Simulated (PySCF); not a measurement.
NICS in isomers of C4H5PS2.

NICS is the negative of the GIAO shielding at a point without a nucleus: at the ring centre (0) and 1 Å above and below it (1); zz is the component along the ring normal. Level: GIAO PBE0/pcSseg-1 (PySCF, non-relativistic, gas phase) on the GFN2-xTB geometries, one conformer each. Atom numbers follow the mapped SMILES.

Question: Order these rings by mean NICS(1)zz, lowest (most negative) first (ppm).
A. ring C3–C4–P5–C6–S7 in `[CH3:1][S:2][c:3]1[cH:4][p:5][cH:6][s:7]1`
B. ring C3–C4–C5–S6–C7 in `[S:1]=[PH2:2][c:3]1[cH:4][cH:5][s:6][cH:7]1`
C. ring C3–C4–S5–C6–P7 in `[CH3:1][S:2][c:3]1[cH:4][s:5][cH:6][p:7]1`

Answer: B (-27.1), C (-25.8), A (-24.7).

| SMILES | ring | NICS(0) | NICS(1) | NICS(1)zz | HOMA | rms pucker (Å) | ring atoms with four or more neighbours |
| --- | --- | --- | --- | --- | --- | --- | --- |
| S=[PH2]c1ccsc1 | 5-membered ring with S; formal bonds all aromatic | -12.7 | -11.6 | -27.1 | 0.80 | 0.00 | 0 |
| CSc1cscp1 | 5-membered ring with P and S; formal bonds all aromatic | -11.5 | -11.3 | -25.8 | 0.72 | 0.00 | 0 |
| CSc1cpcs1 | 5-membered ring with P and S; formal bonds all aromatic | -11.2 | -11.0 | -24.7 | 0.78 | 0.00 | 0 |

NICS(0) gives the same order. The isotropic NICS(1) gives the same order. HOMA uses Krygowski's 1993 parameters. NICS(1) and NICS(1)zz are means over the two faces.
